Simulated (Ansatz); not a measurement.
`F[CH]([GeH3])Br`, relaxed with RKS PBE0-D4/def2-TZVP in Ansatz from a PBE-D4/def2-SVP geometry. The force threshold is 0.005 eV/Å; the program also tests the step.

Total charge 0; spin multiplicity 1.

Start:

```xyz
8

F    -1.096   -1.480   -0.664
C    -0.856   -0.448    0.202
Ge    0.963    0.308   -0.122
Br   -2.206    0.977   -0.049
H    -1.016   -0.801    1.243
H     0.990    0.853   -1.567
H     1.993   -0.840    0.047
H     1.228    1.430    0.910
```

```csv
step,energy (eV),largest force (eV/Å),largest move (Å)
1,-130365.6599,0.493,0.000
2,-130365.6813,0.190,0.030
3,-130365.6839,0.051,0.017
4,-130365.6841,0.019,0.005
5,-130365.6842,0.008,0.008
6,-130365.6842,0.007,0.005
7,-130365.6842,0.003,0.002
```

End:

```xyz
8

F    -1.109   -1.475   -0.643
C    -0.848   -0.437    0.202
Ge    0.963    0.306   -0.127
Br   -2.186    0.955   -0.058
H    -1.000   -0.783    1.225
H     0.990    0.862   -1.552
H     1.980   -0.833    0.042
H     1.210    1.407    0.910
```

It took 28 s on 4 threads of an Arm Neoverse V2 on a shared host, with 0.54 GiB of host memory at the peak.
